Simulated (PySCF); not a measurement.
Br₂H₂Si. Atoms are numbered in the order given.

```xyz
5

Si     0.0000     0.0000     1.0028
Br     1.8310     0.0000    -0.2528
Br    -1.8310     0.0000    -0.2528
H      0.0000    -1.2322     1.8293
H      0.0000     1.2322     1.8293
```

Geometry optimised at r2SCAN-D4/def2-SVP.

Computed with PySCF with r2SCAN-D4/def2-SVP.

Frequencies are harmonic and unscaled.

```tsv
mode	ν (cm⁻¹)	IR (km/mol)	Raman (Å⁴/amu)	depolarisation	moving atoms (share of kinetic energy)
1	119	0.8	3.8	0.64	Br 85 %, Si 14 %
2	399	25.9	10.8	0.09	Si 65 %, Br 31 %
3	470	99.7	4.2	0.75	Si 73 %, Br 22 %
4	551	20.1	5.5	0.75	H 82 %, Si 16 %
5	688	0.0	18.2	0.75	H 99 %
6	845	288.6	14.0	0.75	H 92 %
7	936	119.9	15.1	0.68	H 96 %
8	2256	67.4	219.5	0.06	H 98 %
9	2272	82.7	94.3	0.75	H 95 %
```
